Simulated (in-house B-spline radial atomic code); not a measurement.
Whole-atom quantities along the 13-electron series, configuration [Ne] 3s2 3p1. Computed with an all-electron radial atomic-structure program (B-spline basis): non-relativistic Hartree-Fock, average of the configuration, point nuclei.

This level leaves out relativity, spin-orbit splitting included, which matters for heavy ions.

```json
{"ion": "Br22+", "Z": "35", "E/Z² (Eh)": "-1.8555", "Σ<r²> (bohr²)": "1.0409", "n(0)/Z³ (bohr⁻³)": "0.69554", "Lamb diamagnetic shielding (ppm)": "2485.49", "repulsion over attraction": "0.072418"}
{"ion": "Kr23+", "Z": "36", "E/Z² (Eh)": "?", "Σ<r²> (bohr²)": "?", "n(0)/Z³ (bohr⁻³)": "?", "Lamb diamagnetic shielding (ppm)": "?", "repulsion over attraction": "?"}
{"ion": "Rb24+", "Z": "37", "E/Z² (Eh)": "?", "Σ<r²> (bohr²)": "?", "n(0)/Z³ (bohr⁻³)": "?", "Lamb diamagnetic shielding (ppm)": "?", "repulsion over attraction": "?"}
{"ion": "Sr25+", "Z": "38", "E/Z² (Eh)": "-1.8785", "Σ<r²> (bohr²)": "0.85217", "n(0)/Z³ (bohr⁻³)": "0.69875", "Lamb diamagnetic shielding (ppm)": "2716.28", "repulsion over attraction": "0.067053"}
{"ion": "Zr27+", "Z": "40", "E/Z² (Eh)": "-1.892", "Σ<r²> (bohr²)": "0.75362", "n(0)/Z³ (bohr⁻³)": "0.70064", "Lamb diamagnetic shielding (ppm)": "2870.14", "repulsion over attraction": "0.063892"}
{"ion": "Nb28+", "Z": "41", "E/Z² (Eh)": "-1.8983", "Σ<r²> (bohr²)": "0.71068", "n(0)/Z³ (bohr⁻³)": "0.70152", "Lamb diamagnetic shielding (ppm)": "2947.07", "repulsion over attraction": "0.062419"}
{"ion": "Mo29+", "Z": "42", "E/Z² (Eh)": "-1.9044", "Σ<r²> (bohr²)": "0.67132", "n(0)/Z³ (bohr⁻³)": "0.70236", "Lamb diamagnetic shielding (ppm)": "3023.99", "repulsion over attraction": "0.061012"}
{"ion": "Tc30+", "Z": "43", "E/Z² (Eh)": "?", "Σ<r²> (bohr²)": "?", "n(0)/Z³ (bohr⁻³)": "?", "Lamb diamagnetic shielding (ppm)": "?", "repulsion over attraction": "?"}
{"ion": "Ru31+", "Z": "44", "E/Z² (Eh)": "-1.9157", "Σ<r²> (bohr²)": "0.60185", "n(0)/Z³ (bohr⁻³)": "0.70395", "Lamb diamagnetic shielding (ppm)": "3177.84", "repulsion over attraction": "0.058379"}
{"ion": "Rh32+", "Z": "45", "E/Z² (Eh)": "-1.9209", "Σ<r²> (bohr²)": "0.5711", "n(0)/Z³ (bohr⁻³)": "0.70469", "Lamb diamagnetic shielding (ppm)": "3254.77", "repulsion over attraction": "0.057144"}
{"ion": "Pd33+", "Z": "46", "E/Z² (Eh)": "-1.926", "Σ<r²> (bohr²)": "0.54267", "n(0)/Z³ (bohr⁻³)": "0.7054", "Lamb diamagnetic shielding (ppm)": "3331.69", "repulsion over attraction": "0.055961"}
{"ion": "Ag34+", "Z": "47", "E/Z² (Eh)": "-1.9309", "Σ<r²> (bohr²)": "0.51631", "n(0)/Z³ (bohr⁻³)": "0.70608", "Lamb diamagnetic shielding (ppm)": "3408.62", "repulsion over attraction": "0.054825"}
{"ion": "Cd35+", "Z": "48", "E/Z² (Eh)": "-1.9355", "Σ<r²> (bohr²)": "0.49184", "n(0)/Z³ (bohr⁻³)": "0.70674", "Lamb diamagnetic shielding (ppm)": "3485.54", "repulsion over attraction": "0.053734"}
{"ion": "In36+", "Z": "49", "E/Z² (Eh)": "-1.94", "Σ<r²> (bohr²)": "0.46907", "n(0)/Z³ (bohr⁻³)": "0.70737", "Lamb diamagnetic shielding (ppm)": "3562.46", "repulsion over attraction": "0.052686"}
{"ion": "Sn37+", "Z": "50", "E/Z² (Eh)": "-1.9444", "Σ<r²> (bohr²)": "0.44785", "n(0)/Z³ (bohr⁻³)": "0.70798", "Lamb diamagnetic shielding (ppm)": "3639.39", "repulsion over attraction": "0.051677"}
```

Question: Fill in the row of Kr23+.

Answer: E/Z² (Eh): -1.8635; Σ<r²> (bohr²): 0.97154; n(0)/Z³ (bohr⁻³): 0.69666; Lamb diamagnetic shielding (ppm): 2562.42; repulsion over attraction: 0.070538.

Question: Fill in the row of Rb24+.

Answer: E/Z² (Eh): -1.8712; Σ<r²> (bohr²): 0.9089; n(0)/Z³ (bohr⁻³): 0.69773; Lamb diamagnetic shielding (ppm): 2639.35; repulsion over attraction: 0.068752.

Question: Fill in the row of Tc30+.

Answer: E/Z² (Eh): -1.9101; Σ<r²> (bohr²): 0.63515; n(0)/Z³ (bohr⁻³): 0.70317; Lamb diamagnetic shielding (ppm): 3100.92; repulsion over attraction: 0.059667.

Question: With what power of Z does the column «Σ<r²> (bohr²)» change over this range?

Answer: A fit of the logarithm of its size against log Z from Z = 35 to 50 has slope -2.36. Unscreened non-relativistic hydrogenic orbitals would give -2.
